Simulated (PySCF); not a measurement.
Se(OH)(OSiH3), SMILES O[Se]O[SiH3] (H4O2SeSi) (CAM-B3LYP/def2-SVP optimised geometry):

```
8

Se    -1.839     1.406     0.216
O     -1.977     1.368     1.993
H     -2.216     0.471     2.265
O     -0.125     0.911     0.000
Si     0.356    -0.695     0.000
H     -0.155    -1.386     1.219
H      1.839    -0.695     0.000
H     -0.159    -1.406    -1.202
```

Computed with PySCF with CAM-B3LYP/def2-TZVP.

What are the frontier orbital energies and the dipole moment?

HOMO-2 -10.81 eV, HOMO-1 -10.48 eV, HOMO -7.94 eV, LUMO -0.05 eV, LUMO+1 0.21 eV; dipole moment 2.15 D.

On the same geometry PBE/def2-TZVP (PySCF) gives HOMO-2 -7.93 eV, HOMO-1 -7.59 eV, HOMO -5.27 eV, LUMO -2.08 eV, LUMO+1 -1.82 eV; dipole moment 1.96 D.

Meta-Löwdin charges at CAM-B3LYP/def2-TZVP: Se1 0.66, O2 -0.65, H3 0.35, O4 -0.76, Si5 0.75, H6 -0.13, H7 -0.10, H8 -0.12.
